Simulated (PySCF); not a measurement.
W: ionisation energy

W [Xe] 4f14 5d4 6s2 (5D) → W⁺ [Xe] 4f14 5d4 6s1 (6D), as a difference of total energies. Computed with PySCF 2.14 in ANO-RCC-VDZP (7s6p4d2f1g, 68 functions), with the spin-free X2C one-electron Hamiltonian (Gaussian nucleus). Correlated levels: valence: [Xe] 4f14 frozen. The calculations carry no spin-orbit coupling.

Task: Order these methods by the ionisation energy they give, lowest first.
A. SCS-MP2 (valence)
B. UHF
C. CCSD (valence)
D. CCSD(T) (valence)

Result: B (6.034 eV), A (7.036 eV), C (7.256 eV), D (7.327 eV).

Errors of the correlated levels include the incompleteness of this basis and the frozen core.

For comparison: 7.825 eV (measured; NIST levels, between the centres of gravity of the two terms).
